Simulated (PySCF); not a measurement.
**PrBr: from constants to spectrum**

ωB97X constants of PrBr, quintet, about 3.0 electrons in the 4f shell (Mulliken), real f orbitals that mix terms (PySCF, spin-free X2C with a Gaussian nucleus, basis sets Pr x2c-SVPall, Br x2c-SVPall; masses 140.9076 and 78.9183 u):

```
ωe                      : 204.1 cm⁻¹
ωexe                    : 0.397 cm⁻¹
Be                      : 0.04328 cm⁻¹
αe                      : 0.000121 cm⁻¹
D (centrifugal)         : 7.78e-09 cm⁻¹
De to Pr (4f3 6s2) + Br : 3.89 eV
```

(1) Give the vibrational terms G(v) and spacings up to v = 6.

(2) How well does the Morse estimate ωe²/(4ωexe) reproduce De, and what is D0?

These are scalar-relativistic numbers at best; spin–orbit coupling would shift them, the dissociation energy most. With d or f electrons several states lie close, and the lowest PBE0 determinant need not be the measured ground state.

Answers

(1) G(v) = ωe(v+½) − ωexe(v+½)².

| v | G(v) (cm⁻¹) | G(v) − G(v−1) | Bv (cm⁻¹) |
| --- | --- | --- | --- |
| 0 | 102.0 |  | 0.04322 |
| 1 | 305.3 | 203.3 | 0.04310 |
| 2 | 507.8 | 202.5 | 0.04298 |
| 3 | 709.5 | 201.7 | 0.04286 |
| 4 | 910.4 | 200.9 | 0.04274 |
| 5 | 1110.5 | 200.1 | 0.04261 |
| 6 | 1309.9 | 199.3 | 0.04249 |

(2) It gives 3.25 eV, 84 % of the computed De. D0 = De − G(0) = 3.89 − 0.01 = 3.88 eV.
